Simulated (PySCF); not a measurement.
Species: 2-ethylthiazole, C5H7NS.
Numbering: `[CH3:1][CH2:2][c:3]1[n:4][cH:5][cH:6][s:7]1`

Geometry (GFN2-xTB, Å), atoms numbered from 1 in this order:
```xyz
14
C5H7NS angstrom
C      2.0470   -0.7314   -0.1022
C      1.3026    0.5921    0.0827
C     -0.1677    0.3892    0.0704
N     -0.9645    0.8008   -0.8456
C     -2.2511    0.4518   -0.6090
C     -2.4578   -0.2564    0.5294
S     -0.9704   -0.5030    1.3573
H      1.7927   -1.4236    0.6976
H      3.1205   -0.5618   -0.0874
H      1.7794   -1.1858   -1.0533
H      1.5988    1.0433    1.0331
H      1.5521    1.2807   -0.7257
H     -3.0087    0.7464   -1.3122
H     -3.3735   -0.6429    0.9277
```

NICS is the negative of the GIAO shielding at a point without a nucleus: at the ring centre (0) and 1 Å above and below it (1); zz is the component along the ring normal. Level: GIAO PBE0/pcSseg-1 (PySCF, non-relativistic, gas phase) on the GFN2-xTB geometry, one conformer.

Ring bond lengths (Å), with Mayer bond orders in brackets: C3–N4 1.282 (1.69), N4–C5 1.354 (1.28), C5–C6 1.356 (1.57), C6–S7 1.720 (1.18), S7–C3 1.760 (1.10).

Question: Give the NICS values of each ring in ppm.

Answer: 
```tsv
ring	type	NICS(0)	NICS(1), two faces	NICS(1)zz, two faces	rms pucker (Å)	centre to ring atoms, mean (Å)
C3–N4–C5–C6–S7	5-membered ring with N and S; formal bonds all aromatic	-12.0	-11.4 / -11.3	-26.4 / -26.8	0.00	1.26
```

Question: What do they say, and how far can they be read as aromaticity?

Answer: 
- C3–N4–C5–C6–S7: mean NICS(1)zz -26.6 ppm, shielded, aromatic by this magnetic criterion (flat ring, no four-coordinate atom).

Question: And the bond-length index? Use HOMA with the parameters of Krygowski (1993).

Answer: 
- C3–N4–C5–C6–S7: HOMA 0.73; the largest term is that of S7–C3, α(R − Ropt)² = 0.64. The geometric and the magnetic index point the same way.

Question: How shielded are the nuclei of the rings and their hydrogens (means over atoms taken as equivalent)?

Answer: 
| atoms | environment | σ isotropic (ppm) |
| --- | --- | --- |
| C3 | substituted aromatic carbon | 7.9 |
| N4 | pyridine-type nitrogen | -80.7 |
| C5 | aromatic CH next to a ring nitrogen | 42.8 |
| C6 | aromatic CH next to a ring sulfur | 58.5 |
| S7 | thiophene-type sulfur | 244.6 |
| H13 | aromatic hydrogen | 24.09 |
| H14 | aromatic hydrogen | 24.61 |
